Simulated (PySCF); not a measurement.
Some computed properties have been withheld. Give your best values.

Species: C5H17N3Si.
Cartesian coordinates in Å at the GFN2-xTB level; atoms count from 1:
```
atom  x, y, z in Å
C1     3.277   -0.171   -0.754
N2     1.893    0.115   -0.488
C3     1.681    1.505   -0.169
Si4    0.848   -1.115    0.107
N5    -0.752   -0.603   -0.254
C6    -1.106   -0.102   -1.561
C7    -1.868   -1.071    0.541
C8    -2.161   -0.127    1.724
N9    -2.486    1.237    1.353
H10    3.909    0.021    0.124
H11    3.638    0.458   -1.573
H12    3.389   -1.214   -1.035
H13    2.271    1.817    0.702
H14    1.974    2.133   -1.017
H15    0.630    1.674    0.048
H16    1.283   -2.332   -0.596
H17    0.860   -1.350    1.559
H18   -0.208    0.255   -2.059
H19   -1.561   -0.882   -2.184
H20   -1.818    0.726   -1.485
H21   -2.758   -1.142   -0.093
H22   -1.662   -2.069    0.937
H23   -2.997   -0.529    2.304
H24   -1.277   -0.090    2.365
H25   -1.715    1.631    0.822
H26   -3.308    1.248    0.756
```

```tsv
property	level	value
point group of the GFN2-xTB geometry	GFN2-xTB	?
rotational constants A, B, C of the GFN2-xTB geometry	GFN2-xTB	2.258, 0.756, 0.709 GHz
dipole moment	PBE0/pcSseg-1	?
HOMO energy	PBE0/pcSseg-1	-6.07 eV
LUMO energy	PBE0/pcSseg-1	1.08 eV
13C chemical shifts (computed TMS as zero) by class	GIAO PBE0/pcSseg-1	56.9 (C7), 50.7 (C8), 40.7 (C6), 39.3 (C1/C3) ppm
1H chemical shifts (computed TMS as zero) by class	GIAO PBE0/pcSseg-1	?
isotropic shieldings of nuclei other than C and H, by class	GIAO PBE0/pcSseg-1	234 (N9), 246 (N2), 247 (N5), 378 (Si4) ppm
```

Electronic properties: PySCF, gas phase, density fitting. NMR classes are plain means over equivalent atoms (diastereotopic ones count apart unless rotation or inversion swaps them), as if these changed places fast; in this geometry the members of some classes differ.

Problem. The dipole moment?

Solution. 1.42 D.

Problem. The point group of the GFN2-xTB geometry?

Solution. C1.

Problem. What are the 1H chemical shifts (computed TMS as zero) by class?

Solution. 4.73 (H16/H17), 2.72 (H18/H19/H20), 2.70 (H23/H24), 2.63 (H10/H11/H12/H13/H14/H15), 2.53 (H21/H22), 0.74 (H25/H26) ppm.

In atomic units the dipole is 0.56 e·bohr (1 au = 2.5417 D). With B = h/(8π²I), that is 505.379 GHz u Å² over I, the principal moments of inertia are 223.8, 668.4 and 712.8 u Å² (most abundant isotopes); the inertial defect Ic − Ia − Ib is -179.4 u Å² (zero for a rigid planar frame, negative otherwise).

One conformer stands for the species.
